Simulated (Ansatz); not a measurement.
Isolated molecules relaxed with PBE0-D4/def2-TZVP in Ansatz; ΔE leaves out vibrations. CCSD(T)/CBS adds triple-zeta CCSD(T) − MP2 to the extrapolated MP2 energy (def2 sets, frozen cores). This one scheme is used for every species. Functionals use def2-TZVPP. B3LYP here is the variant with VWN-RPA as its local correlation; programs differ in this. For Zn outer-core shells are correlated without core-valence functions, which leaves a few kJ/mol of doubt a bond. Scalar relativity is left out up to krypton. Each species was taken in one conformer, which may not be the lowest.

Reaction (ligand exchange at a Zn–Cl bond): `CC(C)[O][Zn][Cl]` + H–F → `CC(C)[O][Zn][F]` + HCl

(1) Is it downhill or uphill in electronic energy at CCSD(T)/CBS, and by how much? (An estimate is asked.)

(2) What do these levels give: PBE-D4, r2SCAN-D4, PBE0-D4, B3LYP-D4, B2PLYP, PBE, PBE0, B3LYP, MP2/def2-TZVPP, SCS-MP2/def2-TZVPP, CCSD(T)/def2-TZVPP, SCS-MP2/def2-QZVPP? (An estimate is asked.)

Largest T1 diagnostic among the species: 0.016.

Results:

(1) Ansatz gave: Uphill: ΔE = +67.3 kJ/mol.

(2) Ansatz gave: PBE-D4 59.0, r2SCAN-D4 61.1, PBE0-D4 68.9, B3LYP-D4 60.4, B2PLYP 59.7, PBE 56.9, PBE0 66.9, B3LYP 57.0, MP2/def2-TZVPP 66.8, SCS-MP2/def2-TZVPP 61.8, CCSD(T)/def2-TZVPP 63.5, SCS-MP2/def2-QZVPP 63.0 kJ/mol.

From PBE to PBE0 (25 % exact exchange), in def2-TZVPP and without D4, ΔE moves by +10.0 kJ/mol. The D4 term adds +3.4 kJ/mol with B3LYP and +2.0 kJ/mol with PBE0; it sums over pairs of atoms, weighted by their polarisabilities, and B3LYP, whose exchange is more repulsive, gets the larger term.
